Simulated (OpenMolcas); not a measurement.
## BeAl⁺ at 2.816 Å: OpenMolcas input and output

Input (each module block was a call of its own in one work directory; start orbitals came from a preliminary run):

```
&GATEWAY
Coord
2
angstrom
Al 0.0 0.0 0.0
Be 0.0 0.0 2.8160
Basis=ANO-RCC-VTZP
Group=XY
RX2C
AMFI
ANGMom
0.0 0.0 0.0
RICD
&SEWARD
&GUESSORB
* RASSCF and CASPT2 blocks for each multiplicity and irrep, as for the first:
&RASSCF
FileOrb=$CurrDir/o11.orb
Symmetry=1
Spin=1
nActEl=4 0 0
Inactive=4 2
RAS2=4 4
CIRoot=3 3 1
Linear
Iterations=120 100
OrbListing=Nothing
PRWF=0.15
>>COPY $Project.RasOrb $CurrDir/o11.orb
>>COPY $Project.rasscf.h5 $CurrDir/r11.h5
&CASPT2
XMultistate=all
Imaginary=0.2
IPEA=0.25
MaxIter=40
>>COPY $Project.JobMix JOB001
&RASSI
Nr of JobIphs=5 3 2 6 4 2
1 2 3
1 2
1 2 3 4 5 6
1 2 3 4
1 2
SpinOrbit
EJob
Omega
MEES
MESO
Properties=4
'AngMom' 3 'Mltpl  1' 1 'Mltpl  1' 2 'Mltpl  1' 3
Thrs=1.0d-4
>>COPY $Project.rassi.h5 $CurrDir/so.h5
```

```bash
pymolcas m.inp
```

C2 symmetry about the axis (a holds Σ, Δ, Γ; b holds Π, Φ, H; Σ⁺ and Σ⁻ are not told apart); roots by multiplicity and irrep: 1a 3, 3a 2, 3b 6, 1b 4, 5b 2.

RASSI part of the output, in excerpt:

```
SPIN-FREE ENERGIES:
  (Shifted by EMIN (a.u.) =       -256.9595854177)
 SF State       Relative EMIN(au)   Rel lowest level(eV)    D:o, cm**(-1)      Abs_M
     1             0.0000000000        0.0000000000              0.0000         0.0
     4             0.0709131927        1.9296462755          15563.6468         0.0
     6             0.0885323410        2.4090877260          19430.6029         1.0
     7             0.0885323410        2.4090877260          19430.6029         1.0
    12             0.1233261801        3.3558763197          27066.9679         1.0
    13             0.1233261880        3.3558765356          27066.9696         1.0
     8             0.1391816777        3.7873263895          30546.8474         1.0
     9             0.1391816818        3.7873265008          30546.8483         1.0
     2             0.1605927419        4.3699511276          35246.0328         0.0
    14             0.1769880119        4.8160891526          38844.3787         1.0
    15             0.1769880161        4.8160892667          38844.3796         1.0
    10             0.1791829652        4.8758168737          39326.1152         1.0
    11             0.1791829690        4.8758169785          39326.1161         1.0
     3             0.1882792947        5.1233406114          41322.5288         0.0
     5             0.1948872878        5.3031532617          42772.8156         0.0
    16             0.2241049977        6.0982076531          49185.3618         1.0
    17             0.2241049977        6.0982076531          49185.3618         1.0
++ Dipole transition strengths (spin-free states):
     for osc. strength at least  1.00000000E-05
      From   To        Osc. strength     Einstein coefficients Ax, Ay, Az (sec-1)    Total A (sec-1)
         1   12       3.14830713E-04  1.51083964E+00  1.53848856E+05  0.00000000E+00  1.53850367E+05
         1   13       3.14830350E-04  1.53848698E+05  1.51093820E+00  0.00000000E+00  1.53850209E+05
         1    2       7.14070423E-01  0.00000000E+00  0.00000000E+00  5.91702977E+08  5.91702977E+08
         1   14       6.11294760E-02  4.06048639E+05  6.11186163E+07  0.00000000E+00  6.15246650E+07
         1   15       6.11294773E-02  6.11186205E+07  4.06048680E+05  0.00000000E+00  6.15246692E+07
         1    3       4.70457423E-02  0.00000000E+00  0.00000000E+00  5.35841485E+07  5.35841485E+07
         4    6       1.67363809E-03  3.94639159E+03  1.27469107E+04  0.00000000E+00  1.66933023E+04
         4    7       1.67363815E-03  1.27469115E+04  3.94639139E+03  0.00000000E+00  1.66933029E+04
         4    8       3.25105790E-03  4.86309238E+05  5.19399957E+02  0.00000000E+00  4.86828638E+05
         4    9       3.25105855E-03  5.19400179E+02  4.86309394E+05  0.00000000E+00  4.86828794E+05
         4   10       1.07170811E-03  3.98157417E+05  5.48969536E+03  0.00000000E+00  4.03647112E+05
         4   11       1.07170815E-03  5.48969786E+03  3.98157455E+05  0.00000000E+00  4.03647153E+05
         4    5       4.88050853E-04  0.00000000E+00  0.00000000E+00  2.41011548E+05  2.41011548E+05
         6    8       1.74901198E-03  0.00000000E+00  0.00000000E+00  1.44162130E+05  1.44162130E+05
         6    9       6.60377041E-03  0.00000000E+00  0.00000000E+00  5.44315176E+05  5.44315176E+05
         6   10       3.94771423E-04  0.00000000E+00  0.00000000E+00  1.04231308E+05  1.04231308E+05
         6   11       7.53874223E-04  0.00000000E+00  0.00000000E+00  1.99045064E+05  1.99045064E+05
         6    5       8.15946329E-04  7.01120436E+04  2.26431085E+05  0.00000000E+00  2.96543128E+05
         7    8       6.60377043E-03  0.00000000E+00  0.00000000E+00  5.44315090E+05  5.44315090E+05
         7    9       1.74901196E-03  0.00000000E+00  0.00000000E+00  1.44162152E+05  1.44162152E+05
         7   10       7.53874266E-04  0.00000000E+00  0.00000000E+00  1.99045058E+05  1.99045058E+05
         7   11       3.94771363E-04  0.00000000E+00  0.00000000E+00  1.04231301E+05  1.04231301E+05
         7    5       8.15946146E-04  2.26430987E+05  7.01120747E+04  0.00000000E+00  2.96543062E+05
        12    2       4.13728766E-04  3.03083991E-01  1.84611234E+04  0.00000000E+00  1.84614265E+04
        12   14       4.60770519E-04  0.00000000E+00  0.00000000E+00  4.26311016E+04  4.26311016E+04
        12    3       5.13379863E-04  9.99917701E-01  6.95894551E+04  0.00000000E+00  6.95904550E+04
        13    2       4.13728592E-04  1.84611078E+04  3.03081950E-01  0.00000000E+00  1.84614109E+04
        13   15       4.60770642E-04  0.00000000E+00  0.00000000E+00  4.26311070E+04  4.26311070E+04
        13    3       5.13379931E-04  6.95894473E+04  9.99943540E-01  0.00000000E+00  6.95904472E+04
         8   10       9.32042745E-05  0.00000000E+00  0.00000000E+00  4.79175553E+03  4.79175553E+03
         8    5       2.06780457E-05  2.05963367E+03  2.03202195E+00  0.00000000E+00  2.06166570E+03
         9   11       9.32043131E-05  0.00000000E+00  0.00000000E+00  4.79175746E+03  4.79175746E+03
         9    5       2.06780267E-05  2.03202456E+00  2.05963147E+03  0.00000000E+00  2.06166350E+03
         2   14       1.92881847E-05  1.09290230E+00  1.65493437E+02  0.00000000E+00  1.66586339E+02
         2   15       1.92882060E-05  1.65493709E+02  1.09290047E+00  0.00000000E+00  1.66586609E+02
         2    3       8.62370684E-05  0.00000000E+00  0.00000000E+00  2.12394194E+03  2.12394194E+03
        14    3       8.44603221E-04  2.28441311E+01  3.43694946E+03  0.00000000E+00  3.45979359E+03
        15    3       8.44603035E-04  3.43694615E+03  2.28441036E+01  0.00000000E+00  3.45979026E+03
        10    5       5.99556956E-05  4.68551566E+02  6.54265217E+00  0.00000000E+00  4.75094218E+02
        11    5       5.99556977E-05  6.54264547E+00  4.68551356E+02  0.00000000E+00  4.75094001E+02
 Electric-quadrupole - electric-quadrupole not included
 Electric-dipole - electric-octupole not included
 Electric-dipole - magnetic-quadrupole not included
   Eigenvalues of complex Hamiltonian:
  (Shifted by EMIN (a.u.) =       -256.9595854177)
 SO State       Relative EMIN(au)   Rel lowest level(eV)    D:o, cm**(-1)      Omega
     1            -0.0000001223        0.0000000000              0.0000         0.0
     2             0.0709121174        1.9296203430          15563.4377         0.0
     3             0.0709123559        1.9296268343          15563.4900         1.0
     4             0.0709123559        1.9296268343          15563.4900         1.0
     5             0.0884452487        2.4067211515          19411.5152         0.0
     6             0.0884460100        2.4067418687          19411.6823         0.0
     7             0.0885323442        2.4090911408          19430.6304         1.0
     8             0.0885323442        2.4090911408          19430.6304         1.0
     9             0.0886189675        2.4114482816          19449.6421         2.0
    10             0.0886189675        2.4114482816          19449.6421         2.0
    11             0.1233258932        3.3558718410          27066.9318         1.0
    12             0.1233259011        3.3558720570          27066.9335         1.0
    13             0.1390516688        3.7837919956          30518.3406         0.0
    14             0.1390519087        3.7837985238          30518.3932         0.0
    15             0.1391822979        3.7873465948          30547.0104         1.0
    16             0.1391823020        3.7873467062          30547.0113         1.0
    17             0.1393116789        3.7908672304          30575.4062         2.0
    18             0.1393116789        3.7908672304          30575.4062         2.0
    19             0.1605929109        4.3699590546          35246.0968         0.0
    20             0.1769851919        4.8160157438          38843.7866         1.0
    21             0.1769851961        4.8160158579          38843.7875         1.0
    22             0.1790276333        4.8715934047          39292.0507         0.0
    23             0.1790310042        4.8716851337          39292.7905         0.0
    24             0.1791858528        4.8758987765          39326.7758         1.0
    25             0.1791858566        4.8758988813          39326.7767         1.0
    26             0.1793348569        4.8799533860          39359.4784         2.0
    27             0.1793348569        4.8799533860          39359.4784         2.0
    28             0.1882830970        5.1234474042          41323.3901         0.0
    29             0.1948872902        5.3031566563          42772.8430         1.0
    30             0.1948872902        5.3031566563          42772.8430         1.0
    31             0.1948875133        5.3031627274          42772.8920         0.0
    32             0.2239299395        6.0934474036          49146.9678         1.0
    33             0.2239299395        6.0934474036          49146.9678         1.0
    34             0.2240173411        6.0958257217          49166.1502         0.0
    35             0.2240176676        6.0958346065          49166.2219         0.0
    36             0.2241051004        6.0982137737          49185.4111         1.0
    37             0.2241051004        6.0982137737          49185.4111         1.0
    38             0.2241927268        6.1005982106          49204.6429         2.0
    39             0.2241927268        6.1005982106          49204.6429         2.0
    40             0.2242803834        6.1029834667          49223.8813         3.0
    41             0.2242803834        6.1029834667          49223.8813         3.0
 Weights of the five most important spin-orbit-free states for each spin-orbit state.
 SO State  Total energy (au)           Spin-free states, spin, and weights
    1        -0.000000       1 0.0  1.0000    6 1.0  0.0000    7 1.0  0.0000   10 1.0  0.0000   11 1.0  0.0000
    2         0.070912       4 1.0  1.0000    6 1.0  0.0000    7 1.0  0.0000    8 1.0  0.0000    9 1.0  0.0000
    3         0.070912       4 1.0  1.0000    6 1.0  0.0000    7 1.0  0.0000   12 0.0  0.0000   13 0.0  0.0000
    4         0.070912       4 1.0  1.0000    6 1.0  0.0000    7 1.0  0.0000   12 0.0  0.0000   13 0.0  0.0000
    5         0.088445       6 1.0  0.5000    7 1.0  0.5000    8 1.0  0.0000    9 1.0  0.0000    3 0.0  0.0000
    6         0.088446       6 1.0  0.5000    7 1.0  0.5000    4 1.0  0.0000    8 1.0  0.0000    9 1.0  0.0000
    7         0.088532       7 1.0  1.0000    4 1.0  0.0000   12 0.0  0.0000   13 0.0  0.0000    5 1.0  0.0000
    8         0.088532       6 1.0  1.0000    4 1.0  0.0000   13 0.0  0.0000   12 0.0  0.0000    5 1.0  0.0000
    9         0.088619       7 1.0  0.5000    6 1.0  0.5000    8 1.0  0.0000    9 1.0  0.0000   10 1.0  0.0000
   10         0.088619       7 1.0  0.5000    6 1.0  0.5000    8 1.0  0.0000    9 1.0  0.0000   10 1.0  0.0000
   11         0.123326      12 0.0  0.9999    8 1.0  0.0000    7 1.0  0.0000    4 1.0  0.0000    6 1.0  0.0000
   12         0.123326      13 0.0  0.9999    9 1.0  0.0000    6 1.0  0.0000    4 1.0  0.0000    7 1.0  0.0000
   13         0.139052       8 1.0  0.5000    9 1.0  0.5000    2 0.0  0.0000    3 0.0  0.0000    6 1.0  0.0000
   14         0.139052       8 1.0  0.5000    9 1.0  0.5000    5 1.0  0.0000    4 1.0  0.0000    6 1.0  0.0000
   15         0.139182       8 1.0  1.0000   12 0.0  0.0000    5 1.0  0.0000    4 1.0  0.0000   14 0.0  0.0000
   16         0.139182       9 1.0  1.0000   13 0.0  0.0000    5 1.0  0.0000    4 1.0  0.0000   15 0.0  0.0000
   17         0.139312       9 1.0  0.5000    8 1.0  0.5000    7 1.0  0.0000    6 1.0  0.0000   10 1.0  0.0000
   18         0.139312       9 1.0  0.5000    8 1.0  0.5000    7 1.0  0.0000    6 1.0  0.0000   10 1.0  0.0000
   19         0.160593       2 0.0  1.0000    9 1.0  0.0000    8 1.0  0.0000   10 1.0  0.0000   11 1.0  0.0000
   20         0.176985      14 0.0  0.9987   10 1.0  0.0012   11 1.0  0.0001    5 1.0  0.0000    8 1.0  0.0000
   21         0.176985      15 0.0  0.9987   11 1.0  0.0012   10 1.0  0.0001    5 1.0  0.0000    9 1.0  0.0000
   22         0.179028      10 1.0  0.4998   11 1.0  0.4998    3 0.0  0.0004    2 0.0  0.0000   17 2.0  0.0000
   23         0.179031      10 1.0  0.5000   11 1.0  0.5000    5 1.0  0.0000    4 1.0  0.0000   17 2.0  0.0000
   24         0.179186      10 1.0  0.9987   14 0.0  0.0012   15 0.0  0.0001    5 1.0  0.0000   12 0.0  0.0000
   25         0.179186      11 1.0  0.9987   15 0.0  0.0012   14 0.0  0.0001    5 1.0  0.0000   13 0.0  0.0000
   26         0.179335      11 1.0  0.5000   10 1.0  0.5000   16 2.0  0.0000   17 2.0  0.0000    8 1.0  0.0000
   27         0.179335      11 1.0  0.5000   10 1.0  0.5000   16 2.0  0.0000   17 2.0  0.0000    8 1.0  0.0000
   28         0.188283       3 0.0  0.9996   11 1.0  0.0002   10 1.0  0.0002    9 1.0  0.0000    8 1.0  0.0000
   29         0.194887       5 1.0  1.0000   17 2.0  0.0000   16 2.0  0.0000    9 1.0  0.0000    8 1.0  0.0000
   30         0.194887       5 1.0  1.0000   17 2.0  0.0000   16 2.0  0.0000    9 1.0  0.0000    8 1.0  0.0000
   31         0.194888       5 1.0  1.0000   17 2.0  0.0000   16 2.0  0.0000    9 1.0  0.0000    8 1.0  0.0000
   32         0.223930      17 2.0  0.5000   16 2.0  0.5000    5 1.0  0.0000    4 1.0  0.0000    9 1.0  0.0000
   33         0.223930      16 2.0  0.5000   17 2.0  0.5000    5 1.0  0.0000    4 1.0  0.0000    9 1.0  0.0000
   34         0.224017      16 2.0  0.5000   17 2.0  0.5000   11 1.0  0.0000   10 1.0  0.0000    8 1.0  0.0000
   35         0.224018      17 2.0  0.5000   16 2.0  0.5000    5 1.0  0.0000   11 1.0  0.0000   10 1.0  0.0000
   36         0.224105      17 2.0  1.0000    5 1.0  0.0000   10 1.0  0.0000   11 1.0  0.0000   16 2.0  0.0000
   37         0.224105      16 2.0  1.0000    5 1.0  0.0000   11 1.0  0.0000   10 1.0  0.0000   17 2.0  0.0000
   38         0.224193      16 2.0  0.5000   17 2.0  0.5000   11 1.0  0.0000   10 1.0  0.0000    8 1.0  0.0000
...
```

Only roots inside an energy window near the equilibrium distance were included, so the list of states is not complete; labels number the states computed. Each spin and symmetry block has orbitals of its own, averaged over its own roots, so gaps between blocks are less sure than gaps within one and near the minimum can be off by tenths of an eV, in bad cases by more. No Rydberg orbitals are active, so Rydberg states, and σ→σ* states whose orbital the CASSCF left unused, can be missing between those listed. No roots were computed in block 5a (none fell in the window or the block failed), so states of that kind are missing and can lie low or lowest.
